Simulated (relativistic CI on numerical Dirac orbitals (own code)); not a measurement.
Hyperfine structure of Pb44+, mass number 207

Method of calculation: Dirac-Coulomb-Breit CI, orbitals from a KLI potential per configuration, model QED, unscaled Slater integrals (own radial code, finite nucleus).

CI space (outside the closed core [Ar] 3d10): 4s²4p⁶4d², 4s²4p⁶4d4f, 4s²4p⁵4d³, 4s4p⁶4d³, 4s²4p⁵4d²4f, 4s4p⁶4d²4f, 4s²4p⁶4d5s, 4s²4p⁶4f5s, 4s²4p⁶4d5p, 4s²4p⁶4f², 4s²4p⁵4f³, 4s4p⁶4f³, 4s²4p⁶4f5p, 4s²4p⁵4f²5p, 4s4p⁶4f²5p. Double excitations out of closed p, d and f shells are left out; levels of such configurations are missing from the list, as are those of other unlisted configurations, and high levels can miss mixing partners.

Nuclear spin I = 1/2, μ = 0.5906 μN (tables of Stone and Pyykkö). The electronic factors are computed for point nuclear moments, without core polarisation or the Bohr-Weisskopf and QED corrections.

| Level | E (cm⁻¹) | A (MHz) |
| --- | --- | --- |
| 4s²4p⁶4d² ³F2 | 0 | 50530 |
| 4s²4p⁶4d² ³F3 | 250372 | 28510 |
| 4s²4p⁶4d² ³P1 | 301327 | -2938 |
| 4s²4p⁶4d² ¹G4 | 302035 | 30560 |
| 4s²4p⁶4d² ³F4 | 531882 | 20110 |

Levels with J = 0, under 50 % of one LS term, or S terms without an open s electron are left out. Small factors come from cancelling terms and can be off by tens of per cent or more.

At this charge energies of transitions that change n are usually good to better than 1 %, and those within a shell (Δn = 0) to a few per cent.

Q: Give the hyperfine levels of 4s²4p⁶4d² ³F2 relative to its centre of gravity.

A: With K = F(F + 1) − I(I + 1) − J(J + 1), E = AK/2: F = 3/2: -75800, F = 5/2: 50530 MHz.

LS names give the leading component of a level, which can be under half, so a name can repeat, a term be missing and a line seem to break the LS rules.
